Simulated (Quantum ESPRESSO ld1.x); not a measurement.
Problem. K6+, 13 electrons, occupied as [Ne] 3s2 3p1. All-electron calculation, scalar-relativistic Kohn-Sham, LDA (Slater exchange, Perdew-Wang correlation), spin-polarised, spherical densities, point nucleus; open shells are filled with parallel spins first. Program: ld1.x of Quantum ESPRESSO 7.5. Some entries of the table are withheld. Estimate them.

orbital  occ.  eigenvalue (Ry)  <1/r> (bohr^-1)  <r> (bohr)
1s up       1         -266.684            18.67     0.08123
1s down     1         -266.654            18.67     0.08122
2s up       1         -34.0106            3.809      0.3867
2s down     1         -33.9780            3.811      0.3865
2p up       3         -28.7652            3.723      0.3481
2p down     3         -28.7257            3.723      0.3478
3s up       1         -9.35767            1.272       1.110
3s down     1         -9.20190            1.269       1.112
3p up       1         -7.98744              (1)       1.150
3p down     0         -7.83595              (2)       1.154
3d up       0         -5.98293            1.017       1.184
3d down     0         -5.84453            1.014       1.191
4s up       0         -4.05221           0.6113       2.311
4s down     0         -4.00453           0.6049       2.332

Solution. 
(1) 3p up <1/r> (bohr^-1): 1.192
(2) 3p down <1/r> (bohr^-1): 1.188
